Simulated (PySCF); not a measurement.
Scan of H₂B, doublet: symmetric bend, bond length relaxed. Scanned: H-B-H angle. Other coordinates (B-H bond length) were minimised at PBE0/def2-TZVP.

Levels of theory: UKS-BP86/6-31G* = PySCF 2.14.0 with unrestricted BP86/6-31G*, spherical d; CCSD(T) on UHF/cc-pVTZ, 1 core orbital frozen (PySCF).

Energies relative to the lowest point of each profile, in kcal/mol:

| a / ° | UKS-BP86/6-31G* |
|---|---|
| 180 | 7.5 |
| 170 | 6.9 |
| 160 | 5.1 |
| 150 | 2.9 |
| 140 | 1.0 |
| 130 | 0.0 |
| 110 | 2.9 |
| 100 | 7.5 |
| 90 | 14.9 |
| 80 | 25.2 |
| 70 | 39.0 |
| 60 | 56.4 |

Problem. What does CCSD(T) give at the same points?

Solution. 180: 8.0; 170: 7.3; 160: 5.3; 150: 2.9; 140: 0.9; 130: 0.0; 110: 3.4; 100: 8.4; 90: 16.1; 80: 26.7; 70: 40.6; 60: 57.9 (kcal/mol).
